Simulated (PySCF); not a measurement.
Working out the excitation energy of Ga⁺

Ga⁺ [Ar] 3d10 4s2 (1S) → Ga⁺ [Ar] 3d10 4s1 4d1 (3D). Computed with PySCF 2.14 in x2c-TZVPPall with one added diffuse shell each of s, p, d type (7s6p5d1f, 57 functions), with scalar relativity by spin-free X2C-1e. Frozen: [Ar] 3d10. Energies in hartree (1 hartree = 27.21139 eV):

```json
{"part": "UHF", "Ga⁺ (lower)": "-1941.966795", "Ga⁺ (upper)": "-1941.503591"}
{"part": "CCSD correlation", "Ga⁺ (lower)": "-0.036834", "Ga⁺ (upper)": "-0.004255"}
{"part": "(T)", "Ga⁺ (lower)": "0.000000", "Ga⁺ (upper)": "0.000000"}
```

Problem. What does Hartree-Fock give?

Solution. (-1941.503591) − (-1941.966795) = 0.463204 hartree = 12.604 eV.

Problem. What do CCSD and CCSD(T) give?

Solution. The CCSD correlation energies differ by 0.032579 hartree = 0.887 eV and the triples by 0.000000 hartree = 0.000 eV, so CCSD gives 13.491 eV and CCSD(T) 13.491 eV.

Measured between the centres of the two terms (NIST): 14.116 eV, so CCSD(T) (valence) is off by -0.625 eV.

What remains against the reference includes basis incompleteness, the frozen core and higher excitations.
